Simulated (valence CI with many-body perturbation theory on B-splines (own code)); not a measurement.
# E1 transitions of Kr22+

Method: relativistic CI+MBPT: four valence electrons over a frozen Dirac-Fock core [Ne], radial functions for each j: 11 s, 11 p, 9 d, 7 f, 5 g, 2 h, 1 i, with the one-electron correlation potential Σ1 (screened to all orders), the two-electron term Σ2, the three-electron term Σ3, Breit, model QED; selected single and double excitations, second order for the rest (own B-spline code, finite nucleus).

No measured levels were compared; by estimate levels of excited configurations hold to 0.05 to 0.15 % of their energy, terms of the ground configuration to about 0.5 %.

Lines 1 to 50 of 214 in falling wavelength, among levels below 186.76 eV, chosen from the strongest by gf and those to the six lowest levels. Wavelengths and rates use the calculated energies, so an error of 400 cm⁻¹ moves a line at 354.1 Å by 0.14 % and its rate by three times that or more. Electric multipoles are in the length gauge, E1 and E2 with the static RPA response of the core. Weak lines are less certain than strong ones. Lines between different terms over intervals too small for the method are left out, as are lines whose strength nearly cancels. The highest levels of a list are the least certain.

Names give the largest LS component (configuration and term), which can be under half, so a name can repeat, a term be missing and a line seem to break the LS rules; names also repeat where a configuration has a term twice. Letters in brackets count levels of one name in rising energy.

| λ vac (Å) | Upper | Lower | A (s⁻¹) | S (a.u.) with core polarisation | S without |
| --- | --- | --- | --- | --- | --- |
| 354.1 | 3s3p³ ⁵S°_2 | 3s²3p² ¹D_2 | 1.28e+07 | 1.40e-03 | 1.44e-03 |
| 313.1 | 3s3p³ ³D°_1 | 3s²3p² ¹S_0 | 2.33e+07 | 1.06e-03 | 1.09e-03 |
| 287.6 | 3p⁴ ³P_2 | 3s3p³ ³S°_1 | 1.05e+09 | 6.18e-02 | 6.36e-02 |
| 267.7 | 3s3p³ ⁵S°_2 | 3s²3p² ³P_2 | 2.06e+08 | 9.74e-03 | 1.00e-02 |
| 259.9 | 3s3p²3d ⁵F_5 | 3s²3p3d ³F°_4 | 4.00e+08 | 3.81e-02 | 3.92e-02 |
| 257.2 | 3s3p³ ³D°_1 | 3s²3p² ¹D_2 | 2.69e+08 | 6.79e-03 | 6.98e-03 |
| 254.2 | 3s3p²3d ¹G_4 | 3s²3p3d ¹F°_3 | 5.95e+08 | 4.34e-02 | 4.48e-02 |
| 251.3 | 3s3p³ ³D°_2 | 3s²3p² ¹D_2 | 5.60e+07 | 2.19e-03 | 2.26e-03 |
| 250.2 | 3s3p³ ⁵S°_2 | 3s²3p² ³P_1 | 2.76e+08 | 1.07e-02 | 1.10e-02 |
| 239.0 | 3p⁴ ³P_1 | 3s3p³ ³S°_1 | 1.48e+09 | 3.00e-02 | 3.09e-02 |
| 235.5 | 3s3p³ ³D°_3 | 3s²3p² ¹D_2 | 1.10e+09 | 4.98e-02 | 5.14e-02 |
| 234.7 | 3s3p³ ³P°_1 | 3s²3p² ¹S_0 | 2.99e+08 | 5.72e-03 | 5.89e-03 |
| 228.2 | 3p⁴ ¹D_2 | 3s²3p3d ³F°_2 | 1.31e+09 | 3.85e-02 | 3.97e-02 |
| 220.1 | 3p⁴ ³P_2 | 3s3p³ ³P°_2 [a] | 1.88e+09 | 4.95e-02 | 5.10e-02 |
| 208.7 | 3s3p²3d ³F_3 [a] | 3s²3p3d ³F°_3 | 8.20e+08 | 2.58e-02 | 2.65e-02 |
| 208.4 | 3s3p³ ³D°_1 | 3s²3p² ³P_2 | 5.34e+08 | 7.16e-03 | 7.36e-03 |
| 207.8 | 3p⁴ ¹D_2 | 3s3p³ ³P°_2 [b] | 2.54e+09 | 5.62e-02 | 5.79e-02 |
| 204.5 | 3s3p³ ³D°_2 | 3s²3p² ³P_2 | 9.76e+07 | 2.06e-03 | 2.12e-03 |
| 202.5 | 3s3p³ ³P°_2 [a] | 3s²3p² ¹D_2 | 5.68e+08 | 1.16e-02 | 1.20e-02 |
| 201.8 | 3s3p³ ³P°_1 | 3s²3p² ¹D_2 | 9.30e+06 | 1.13e-04 | 1.17e-04 |
| 201.6 | 3s3p²3d ⁵D_2 | 3s3p³ ³P°_2 [b] | 2.07e+09 | 4.19e-02 | 4.31e-02 |
| 198.2 | 3s3p²3d ³D_3 [b] | 3s²3p3d ³D°_3 | 1.31e+09 | 3.53e-02 | 3.64e-02 |
| 197.7 | 3s3p³ ³D°_1 | 3s²3p² ³P_1 | 2.48e+07 | 2.84e-04 | 2.93e-04 |
| 196.9 | 3s3p²3d ³D_2 [b] | 3s²3p3d ³P°_1 [b] | 1.48e+09 | 2.78e-02 | 2.87e-02 |
| 194.2 | 3s3p³ ³D°_2 | 3s²3p² ³P_1 | 4.40e+09 | 7.94e-02 | 8.18e-02 |
| 193.9 | 3s3p³ ³D°_3 | 3s²3p² ³P_2 | 2.42e+09 | 6.10e-02 | 6.28e-02 |
| 191.0 | 3p⁴ ³P_2 | 3s3p³ ³D°_3 | 9.14e+09 | 1.57e-01 | 1.62e-01 |
| 188.3 | 3s3p³ ³S°_1 | 3s²3p² ¹S_0 | 1.24e+09 | 1.22e-02 | 1.26e-02 |
| 187.6 | 3s3p²3d ³P_2 [b] | 3s²3p3d ³P°_1 [b] | 1.81e+09 | 2.94e-02 | 3.03e-02 |
| 185.6 | 3s3p²3d ³D_3 [a] | 3s²3p3d ³P°_2 [a] | 1.22e+09 | 2.70e-02 | 2.78e-02 |
| 183.6 | 3p⁴ ¹D_2 | 3s3p³ ³P°_2 [a] | 3.61e+09 | 5.51e-02 | 5.67e-02 |
| 183.4 | 3s3p²3d ³F_4 [b] | 3s²3p3d ³D°_3 | 1.45e+09 | 3.97e-02 | 4.08e-02 |
| 183.3 | 3s3p²3d ¹G_4 | 3s²3p3d ³F°_4 | 2.40e+09 | 6.56e-02 | 6.76e-02 |
| 183.0 | 3s3p²3d ³P_0 [a] | 3s²3p3d ³P°_1 [a] | 8.72e+09 | 2.64e-02 | 2.72e-02 |
| 182.0 | 3s3p²3d ³D_1 [d] | 3s²3p3d ³P°_1 [b] | 2.56e+09 | 2.28e-02 | 2.35e-02 |
| 181.7 | 3p⁴ ³P_2 | 3s3p³ ³D°_2 | 3.49e+09 | 5.17e-02 | 5.32e-02 |
| 180.5 | 3s3p²3d ³G_5 | 3s²3p3d ³F°_4 | 1.57e+10 | 5.00e-01 | 5.14e-01 |
| 179.8 | 3s3p²3d ¹F_3 | 3s²3p3d ³P°_2 [a] | 3.86e+09 | 7.76e-02 | 7.98e-02 |
| 179.4 | 3s3p³ ³P°_2 [b] | 3s²3p² ¹D_2 | 5.46e+09 | 7.79e-02 | 8.02e-02 |
| 177.8 | 3s3p²3d ³F_3 [b] | 3s²3p3d ³D°_2 | 4.86e+09 | 9.43e-02 | 9.71e-02 |
| 174.8 | 3s3p²3d ³P_0 [b] | 3s²3p3d ³D°_1 | 8.44e+09 | 2.23e-02 | 2.29e-02 |
| 174.6 | 3p⁴ ¹S_0 | 3s3p³ ³S°_1 | 9.15e+09 | 2.40e-02 | 2.47e-02 |
| 174.1 | 3s3p³ ³D°_1 | 3s²3p² ³P_0 | 7.45e+09 | 5.83e-02 | 6.00e-02 |
| 172.4 | 3s3p²3d ³D_3 [b] | 3s²3p3d ³F°_4 | 1.52e+09 | 2.70e-02 | 2.78e-02 |
| 171.7 | 3s3p²3d ³D_3 [b] | 3s²3p3d ³P°_2 [a] | 2.62e+09 | 4.59e-02 | 4.72e-02 |
| 170.9 | 3s3p³ ³P°_2 [a] | 3s²3p² ³P_2 | 1.02e+10 | 1.26e-01 | 1.30e-01 |
| 170.9 | 3s3p²3d ³P_1 [a] | 3s3p³ ³S°_1 | 3.56e+09 | 2.63e-02 | 2.71e-02 |
| 170.5 | 3s3p³ ³P°_1 | 3s²3p² ³P_2 | 6.73e+08 | 4.94e-03 | 5.08e-03 |
| 169.5 | 3s3p²3d ³P_2 [a] | 3s3p³ ³P°_2 [b] | 3.01e+09 | 3.62e-02 | 3.72e-02 |
| 169.2 | 3s3p²3d ³G_4 | 3s²3p3d ³F°_3 | 1.96e+10 | 4.22e-01 | 4.34e-01 |
